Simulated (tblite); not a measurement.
Compound: C7H10N (doublet state).
Numbering: `[CH2:1]=[C:2]=[C:3]([CH:4][CH3:5])/[CH:6]=[N:7]/[CH3:8]` (hydrogens: H9, H10 on C1; H11 on C4; H12, H13, H14 on C5; H15 on C6; H16, H17, H18 on C8)

The geometry is computed with GFN2-xTB (gas phase). This method treats the open shell by occupation alone, without spin polarisation.

Q: What internal coordinates does the optimisation give?

A: 
| bond | length (Å) |
| --- | --- |
| C1=C2 | 1.288 |
| C2=C3 | 1.353 |
| C3–C4 | 1.390 |
| C4–C5 | 1.481 |
| C3–C6 | 1.467 |
| C6=N7 | 1.259 |
| N7–C8 | 1.426 |
| C1–H9 | 1.084 |
| C1–H10 | 1.084 |
| C4–H11 | 1.077 |
| C5–H12, C5–H13, C5–H14 | 1.091 |
| C6–H15 | 1.102 |
| C8–H16, C8–H17, C8–H18 | 1.094 |

Bonds in one row agree within 0.01 Å and their mean is given. A selection of angles:
| angle | degrees |
| --- | --- |
| C2–C1–H9 | 122.6 |
| C2–C1–H10 | 122.6 |
| H9–C1–H10 | 114.8 |
| C1–C2–C3 | 178.6 |
| C2–C3–C4 | 124.2 |
| C2–C3–C6 | 116.3 |
| C4–C3–C6 | 119.5 |
| C3–C4–C5 | 124.1 |
| C3–C4–H11 | 117.2 |
| C5–C4–H11 | 118.8 |
| C4–C5–H12 | 110.5 |
| H12–C5–H13 | 109.0 |
| H12–C5–H14 | 106.8 |
| C3–C6–N7 | 121.9 |
| C3–C6–H15 | 115.4 |
| N7–C6–H15 | 122.8 |
| C6–N7–C8 | 120.4 |
| N7–C8–H16 | 113.8 |
| N7–C8–H17 | 108.2 |
| H16–C8–H17 | 109.5 |
| H17–C8–H18 | 107.6 |

Dihedral angles: C2–C3–C4–C5 0° (synperiplanar); C2–C3–C6–N7 -179° (antiperiplanar); C3–C6–N7–C8 180° (antiperiplanar). The mirror-image conformer, all signs reversed, is as good.

The 5 C–C bonds span 1.288 Å (C1=C2, drawn double) to 1.481 Å (C4–C5, drawn single), a spread of 0.193 Å. N7 (nitrogen bonded to 2 C) is bent (angle 120.4°). C6 (carbon bonded to C, N and H) is planar (angles 122.8°, 121.9° and 115.4°, sum 360.0°, 0.00 Å off the plane of its three neighbours). C4 (carbon bonded to 2 C and H) is planar (angles 124.1°, 118.8° and 117.2°, sum 360.0°, 0.00 Å off the plane of its three neighbours). The 8 heavy atoms lie in one plane (0.004 Å rms). Of the pairs four or more bonds apart, C2···H13 is among the closest relative to their van der Waals radii: 2.56 Å, 88 % of the sum of Bondi's values. C1 (carbon bonded to C and 2 H) is planar (angles 122.6°, 122.6° and 114.8°, sum 360.0°, 0.00 Å off the plane of its three neighbours).

Point group: near Cs, missed by 0.15 Å at most; the miss may be what the optimiser left on a soft mode. Its GFN2-xTB frequencies are all real (lowest 70 cm⁻¹). 3 starts were optimised and ended at 0.00, 1.24 and 2.21 kcal/mol (GFN2-xTB); the lowest of these is shown.
